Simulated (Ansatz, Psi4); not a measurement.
Here is a job for Psi4.
```
memory 2 GB

molecule {
-1 1
  O    -0.02364204   -0.72791359   -0.02410158
  C    -0.11695116    0.72309764    0.02353500
  C     1.27997189   -1.17584587   -0.05346219
  C    -1.53793975    1.16403974   -0.03994654
  H     0.53282928    1.00119920    0.93898760
  H     0.44859738    1.10785920   -0.85183032
  H     1.26753791   -2.27032695   -0.05197351
  H     1.82097837   -0.82845799   -0.95497355
  H     1.85749247   -0.82621646    0.82524896
  H    -1.97405394    1.11319354    0.99190016
  H    -1.51473106    2.25830906   -0.28530416
}

set basis sto-3g
set freeze_core true
set mp2_type conv
set scf_type pk
set puream true
set d_convergence 1e-8

energy('mp2')
print_variables()
```

Q: Write the same job for Ansatz (a program for electronic structure).

A: This is not unique; one that fits is 
Ansatz 0.2 input:
```yaml
crystal:
  periodic: [false, false, false]
  atoms:
    - {symbol: O, position_ang: [-0.02364204, -0.72791359, -0.02410158]}
    - {symbol: C, position_ang: [-0.11695116, 0.72309764, 0.02353500]}
    - {symbol: C, position_ang: [1.27997189, -1.17584587, -0.05346219]}
    - {symbol: C, position_ang: [-1.53793975, 1.16403974, -0.03994654]}
    - {symbol: H, position_ang: [0.53282928, 1.00119920, 0.93898760]}
    - {symbol: H, position_ang: [0.44859738, 1.10785920, -0.85183032]}
    - {symbol: H, position_ang: [1.26753791, -2.27032695, -0.05197351]}
    - {symbol: H, position_ang: [1.82097837, -0.82845799, -0.95497355]}
    - {symbol: H, position_ang: [1.85749247, -0.82621646, 0.82524896]}
    - {symbol: H, position_ang: [-1.97405394, 1.11319354, 0.99190016]}
    - {symbol: H, position_ang: [-1.51473106, 2.25830906, -0.28530416]}
basis:
  gaussian:
    orbitals: STO-3G
total_charge: -1
magnetization: {spin_polarized: false}
correlation: {method: mp2, electrons: outside_noble_gas}
accuracy: high
```

Both were run: Psi4 gave -190.027473 Eh and Ansatz -190.027473 Eh, 0.000 mEh apart.
